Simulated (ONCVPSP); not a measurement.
# Cutoff test, fluorine (F), ONCV

| Property | Result |
| --- | --- |
| Element | F |
| Generator | ONCVPSP 4.0.1 |
| Type | optimised norm-conserving Vanderbilt (ONCV) |
| Functional | PBE |
| Relativity | scalar-relativistic |
| Frozen core | [He] |
| Valence charge | 7 |
| Reference configuration | 2s1 2p6 |
| Partial waves | 2s: rc 0.60 bohr, ncon 4, nbas 8, qcut 8.6 1/bohr, local; 2p: rc 1.20 bohr, ncon 3, nbas 6, qcut 10.7 1/bohr, 1 projector; d scattering state at 0.06 Ha: rc 1.25 bohr, ncon 3, nbas 7, qcut 8.7 1/bohr, 2 projectors, debl 2.5 Ha |
| Local potential | the s channel |
| Core correction | polynomial model core, fcfact 0.25 |

For each optimised wave give the share of its norm inside rc, the residual kinetic energy above qcut (Ha) and the cutoffs (Ha) for errors of 10, 1, 0.1 and 0.01 mHa per electron.

| wave | norm inside rc | residual KE | 10 mHa | 1 mHa | 0.1 mHa | 0.01 mHa |
| --- | --- | --- | --- | --- | --- | --- |
| 2s | 0.175 | 1.0e-02 | 37.6 | 108.5 | 381.8 | 464.5 |
| 2p | 0.657 | 3.6e-06 | 32.5 | 41.5 | 48.2 | 54.0 |
| d projector 1 | 0.000 | 1.9e-10 | 0.0 | 0.1 | 0.5 | 2.1 |
| d projector 2 | 0.137 | 2.1e-05 | 15.3 | 25.0 | 33.1 | 40.5 |

The occupied waves need 109 Ha and 382 Ha for 1 and 0.1 mHa. Rows with under 1 % of the norm inside rc give no meaningful cutoff.
